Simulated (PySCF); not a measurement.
# Al⁺: ionisation energy

Al⁺ [Ne] 3s2 (1S) → Al²⁺ [Ne] 3s1 (2S), as a difference of total energies. Computed with PySCF 2.14 in x2c-QZVPPall (9s6p4d2f1g, 70 functions), with scalar relativity by spin-free X2C-1e. Correlated levels: valence: [Ne] frozen; valence and next inner shell: 1s2 frozen. The calculations carry no spin-orbit coupling.

| method | ionisation energy (eV) |
| --- | --- |
| UHF | 17.551 |
| LDA | 18.929 |
| PBE | 18.790 |
| PBE0 | 18.684 |
| r2SCAN | 18.410 |
| revPBE | 18.705 |
| r2SCAN0 | 18.438 |
| M06 | 18.840 |
| wB97M-V | 18.900 |
| MP2 (valence) | 18.350 |
| SCS-MP2 (valence) | 18.510 |
| MP2 (valence and next inner shell) | 18.555 |
| SCS-MP2 (valence and next inner shell) | 18.670 |

Question: How much does correlation contribute at MP2 (valence and next inner shell)?

Answer: 18.555 − (17.551) = 1.004 eV, measured against UHF.

Errors of the correlated levels include the incompleteness of this basis and the frozen core.

MP2 underrates the near-degeneracy of ns² with np² in the lower species.

For comparison: 18.829 eV (measured; NIST Atomic Spectra Database, ionization energies).
